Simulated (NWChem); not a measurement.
Molecule: C₂H₃NO₂Si; SMILES O=C1N=CO[SiH2]1

```xyz
9

O     -0.2915     2.1884     0.0000
C      0.0101     1.0268     0.0000
N      1.3366     0.5457     0.0000
C      1.3841    -0.7362     0.0000
O      0.3158    -1.5385     0.0000
Si    -1.1117    -0.5594     0.0000
H      2.3406    -1.2756     0.0000
H     -1.8891    -0.8404     1.2330
H     -1.8891    -0.8404    -1.2330
```
Atoms are numbered in this order, from 1.

All runs: NWChem. Coordinates come from a PBE0/def2-SVP optimisation.

```
atom  ESP charge (e)  Mulliken charge (e)
----  --------------  -------------------
O1            -0.482                -0.16
C2             0.610                -0.03
N3            -0.587                -0.16
C4             0.514                 0.22
O5            -0.398                -0.39
Si6            0.426                 0.60
H7             0.031                 0.05
H8            -0.058                -0.06
H9            -0.056                -0.06
```

Find the dipole moment that each set of point charges gives, and compare with the B3LYP/def2-SVP density's own.


1. μ = Σ q r × 4.8032 D/(e Å). ESP charges give (-1.14, -3.35, -0.01) D, of length 3.54 D.
2. Mulliken charges give (-1.49, -1.57, 0.00) D, of length 2.2 D.
3. The density's dipole is 3.48 D: the ESP set is off by 0.06 D in length and the Mulliken set by 1.3 D. ESP charges are fitted to the potential outside the molecule; Mulliken charges are a partition of the basis functions.
